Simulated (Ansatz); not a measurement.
`N=CBr`, charge 0, multiplicity 1.

Question: Give a relaxed structure at PBE0-D4/def2-TZVP (Ansatz 0.2.0). (Estimate.)

Answer: Ansatz gave: 
Z-matrix (Å, degrees):
```
C
N 1 1.245
Br 1 1.897 2 120.9
H 1 1.090 2 128.5 3 -180.0
H 2 1.020 1 110.9 3 180.0
```
Point group Cs.
